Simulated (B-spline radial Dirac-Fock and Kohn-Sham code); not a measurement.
Level of theory: the Dirac equation of a negative muon with reduced mass in the field of a spherical finite nucleus, with the Uehling potential to all orders; nuclear polarisation, deformation, hyperfine structure, self-energy, higher-order vacuum polarisation, relativistic recoil and electron screening are left out; a radial B-spline solver. The nuclear charge is a Fermi distribution (skin thickness 2.3 fm).

Task: A muonic atom of atomic mass 134.91 u emits these computed lines: 2p3/2 → 1s1/2 4084 keV, 3d5/2 → 2p3/2 1270 keV, 4f7/2 → 3d5/2 449.7 keV, 5g9/2 → 4f7/2 207.2 keV. Which element is it, and what rms charge radius was used?

Result: Lanthanum (Z = 57, nuclide ¹³⁵La); the high transitions hardly feel the nucleus and fix Z. The 2p → 1s line lies 3174 keV below the value for a point nucleus without QED, which for this nuclear model gives a radius near 4.85 fm (4.8488 fm was used).
